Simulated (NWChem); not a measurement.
System: LiOH; SMILES [Li][OH]

Here is an NWChem input.

```
start job
memory heap 200 mb stack 900 mb global 1100 mb
geometry units angstroms noautoz
  Li    -0.768097    -0.718737    -0.660743
  O      0.191656     0.179366     0.164872
  H      0.780758     0.730534     0.671627
end
basis spherical
  * library cc-pvdz
end
dft
  xc xtpss03 ctpss03
  iterations 150
  mulliken
end
task dft energy
```

The geometry was optimised at PBE0/def2-SVP.

Q: What results follow from this input? (TPSS/cc-pVDZ.) Quantities: basis functions; energy (Ha); highest occupied level (eV); orbital gap (eV); dipole (D).

A: The number of basis functions is 33 and the energy (Ha) is -83.38. The highest occupied level (eV) is -4.61 and the orbital gap (eV) comes out as 3.33. The dipole (D) comes out as 3.78.
